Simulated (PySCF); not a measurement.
SMILES c1c[se]c(Sc2nccs2)c1 (GFN2-xTB optimised geometry):

```
16

C      0.022    -3.571    -0.003
C     -1.195    -2.970    -0.005
Se    -1.086    -1.115    -0.003
C      0.770    -1.360    -0.001
S      1.989    -0.090     0.001
C      1.013     1.332     0.000
N     -0.281     1.332     0.000
C     -0.785     2.589     0.000
C      0.137     3.580     0.000
S      1.736     2.923     0.000
C      1.118    -2.679    -0.001
H      0.157    -4.640    -0.005
H     -2.143    -3.476    -0.007
H     -1.852     2.713     0.000
H     -0.012     4.640     0.000
H      2.143    -3.008     0.000
```

Calculation: CAM-B3LYP/def2-TZVP in PySCF.

Task: What are the frontier orbital energies and the dipole moment?

Result: HOMO-2 -8.62 eV, HOMO-1 -7.95 eV, HOMO -7.00 eV, LUMO -0.02 eV, LUMO+1 0.64 eV; dipole moment 1.75 D.

Meta-Löwdin charges at CAM-B3LYP/def2-TZVP: C1 -0.14, C2 -0.32, Se3 0.38, C4 -0.26, S5 0.24, C6 -0.09, N7 -0.27, C8 -0.03, C9 -0.29, S10 0.27, C11 -0.16, H12 0.12, H13 0.13, H14 0.14, H15 0.15, H16 0.12.
